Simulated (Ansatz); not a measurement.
`CC(F)(F)C(F)(F)C(F)(F)C(F)(F)C(F)(F)C(F)(F)C(F)(F)C(F)(F)C(F)(F)C(F)(F)C(F)(F)C(C)(F)F` with charge -1. Total charge -1; doublet. Geometry PBE-D4/def2-SVP, that of the neutral singlet; atoms count from 1.

| atom | x (Å) | y (Å) | z (Å) |
| --- | --- | --- | --- |
| C1 | -0.490 | -5.566 | 4.488 |
| C2 | -0.055 | -4.120 | 4.525 |
| F3 | -0.904 | -3.407 | 5.325 |
| F4 | 1.202 | -4.004 | 5.058 |
| C5 | -0.050 | -3.377 | 3.142 |
| F6 | -0.068 | -2.041 | 3.366 |
| F7 | -1.187 | -3.722 | 2.473 |
| C8 | 1.182 | -3.681 | 2.231 |
| F9 | 1.387 | -5.032 | 2.208 |
| F10 | 2.278 | -3.088 | 2.744 |
| C11 | 1.056 | -3.269 | 0.714 |
| F12 | 2.261 | -3.561 | 0.158 |
| F13 | 0.110 | -4.041 | 0.137 |
| C14 | 0.732 | -1.764 | 0.426 |
| F15 | 1.470 | -0.984 | 1.253 |
| F16 | -0.586 | -1.562 | 0.670 |
| C17 | 1.050 | -1.344 | -1.049 |
| F18 | 2.387 | -1.241 | -1.199 |
| F19 | 0.586 | -2.312 | -1.881 |
| C20 | 0.388 | -0.004 | -1.556 |
| F21 | 0.881 | 0.187 | -2.806 |
| F22 | -0.949 | -0.194 | -1.635 |
| C23 | 0.672 | 1.274 | -0.707 |
| F24 | -0.044 | 1.205 | 0.438 |
| F25 | 1.994 | 1.298 | -0.398 |
| C26 | 0.382 | 2.662 | -1.400 |
| F27 | 0.608 | 3.593 | -0.439 |
| F28 | 1.277 | 2.826 | -2.398 |
| C29 | -1.057 | 2.868 | -1.967 |
| F30 | -1.948 | 2.407 | -1.049 |
| F31 | -1.181 | 2.140 | -3.101 |
| C32 | -1.489 | 4.347 | -2.278 |
| F33 | -1.617 | 5.015 | -1.104 |
| F34 | -2.725 | 4.243 | -2.846 |
| C35 | -0.596 | 5.193 | -3.233 |
| C36 | -1.245 | 6.495 | -3.640 |
| F37 | -0.314 | 4.431 | -4.334 |
| F38 | 0.585 | 5.442 | -2.585 |
| H39 | -1.517 | -5.637 | 4.087 |
| H40 | 0.191 | -6.167 | 3.860 |
| H41 | -0.473 | -5.950 | 5.525 |
| H42 | -1.482 | 7.094 | -2.741 |
| H43 | -0.531 | 7.052 | -4.275 |
| H44 | -2.173 | 6.299 | -4.207 |

Single mean-field runs in def2-SVP are fitted with def2-universal-jkfit. The highest occupied level of the charge -1 doublet lies above zero (up to 2.84 eV). By energy differences it is unbound by 1.42 eV (vertical, against the charge 0 singlet, at PBE0-D4/def2-SVP) and held by the finite basis.

Estimate the Mulliken populations of the heavy atoms from the PBE0/def2-SVP orbitals of Ansatz.


```tsv
atom	charge (e)	spin (α − β)
C1	-0.04	-0.01
C2	0.30	0.02
F3	-0.23	0.00
F4	-0.23	0.00
C5	0.31	0.04
F6	-0.19	0.01
F7	-0.21	0.00
C8	0.30	0.13
F9	-0.22	0.02
F10	-0.20	0.00
C11	0.33	0.09
F12	-0.21	0.01
F13	-0.21	0.00
C14	0.28	0.13
F15	-0.20	0.00
F16	-0.20	0.00
C17	0.33	0.09
F18	-0.21	0.00
F19	-0.22	0.01
C20	0.30	0.12
F21	-0.21	0.02
F22	-0.21	0.00
C23	0.32	0.07
F24	-0.19	0.01
F25	-0.21	0.00
C26	0.31	0.08
F27	-0.21	0.00
F28	-0.20	0.01
C29	0.33	0.07
F30	-0.20	0.01
F31	-0.20	0.00
C32	0.32	0.02
F33	-0.21	0.00
F34	-0.22	0.00
C35	0.30	0.02
C36	-0.05	-0.01
F37	-0.22	0.00
F38	-0.22	0.00
```
Mulliken values depend strongly on the basis.

Where does the spin sit?

Summed by element: C 0.85, F 0.11, H 0.04, of 1 unpaired in all. Largest on single atoms: C8 0.13, C14 0.13, C20 0.12.

And the Mayer bond orders between heavy atoms (over 0.3)?

C1–C2 1.06 (1.51 Å); C2–F3 1.04 (1.37 Å); C2–F4 1.03 (1.37 Å); C2–C5 0.94 (1.57 Å); C5–F6 1.06 (1.36 Å); C5–F7 1.03 (1.36 Å); C5–C8 0.87 (1.56 Å); C8–F9 0.96 (1.37 Å); C8–F10 1.06 (1.35 Å); C8–C11 0.97 (1.58 Å); C11–F12 1.03 (1.36 Å); C11–F13 1.06 (1.35 Å); C11–C14 0.85 (1.57 Å); C14–F15 1.03 (1.35 Å); C14–F16 1.03 (1.35 Å); C14–C17 0.85 (1.57 Å); C17–F18 1.06 (1.35 Å); C17–F19 1.03 (1.36 Å); C17–C20 0.98 (1.58 Å); C20–F21 1.01 (1.36 Å); C20–F22 1.04 (1.35 Å); C20–C23 0.89 (1.56 Å); C23–F24 1.05 (1.35 Å); C23–F25 1.05 (1.36 Å); C23–C26 0.92 (1.58 Å); C26–F27 1.04 (1.36 Å); C26–F28 1.05 (1.35 Å); C26–C29 0.89 (1.56 Å); C29–F30 1.04 (1.36 Å); C29–F31 1.05 (1.35 Å); C29–C32 0.94 (1.57 Å); C32–F33 1.06 (1.36 Å); C32–F34 1.03 (1.36 Å); C32–C35 0.89 (1.56 Å); C35–C36 1.07 (1.51 Å); C35–F37 1.05 (1.37 Å); C35–F38 1.03 (1.37 Å).
